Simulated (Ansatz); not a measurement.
The same path of AlClH4OS (8 atoms, charge 0, multiplicity 1) was run twice with different band settings. Lost on the way: S6–H8. Made: O2–H8.

Theory: Ansatz 0.2.0, RKS PBE0-D4/6-31G*.

Relaxed end points:

```xyz
8
Properties=species:S:1:pos:R:3
Al -0.071 0.158 0.277
O -0.450 -0.318 1.897
H -0.834 -1.184 2.060
Cl 1.877 -0.347 -0.458
H -1.186 0.343 -0.832
S 0.390 2.463 1.148
H 1.672 2.578 0.755
H 0.698 1.937 2.349
```

```xyz
8
Properties=species:S:1:pos:R:3
Al 0.162 0.574 0.119
O -0.053 -0.127 1.981
H -0.884 -0.595 2.154
Cl 1.925 -0.400 -0.557
H -1.239 0.142 -0.486
S 0.427 2.701 0.732
H 1.773 2.682 0.689
H -0.016 0.653 2.565
```

Common settings: climbing image yes; spring 5.0 eV/Å²; optimiser quadratic models (default); start path through a guess of the saddle point; force threshold 0.05 eV/Å; iteration limit 60; end points relaxed.

| run | movable images |
| --- | --- |
| 1 | 5 |
| 2 | 2 |

Q: What does each run give, and how far can it be trusted?

A: Run 1: converged after 14 iterations, highest image 0.286 eV above the first end. A vibrational analysis at the climbing image gives one clearly imaginary mode, 917i cm⁻¹: a first-order saddle point.
Run 2: converged after 14 iterations, highest image 0.286 eV above the first end. Another band between the same ends (5 images) ends at a top of the same energy, where a vibrational analysis finds 1 clearly imaginary mode. So few images can step over the top or miss a turn of the path.
The orbitals stay closed-shell, which can raise the energy where a bond breaks towards radicals; this wasn't checked here.
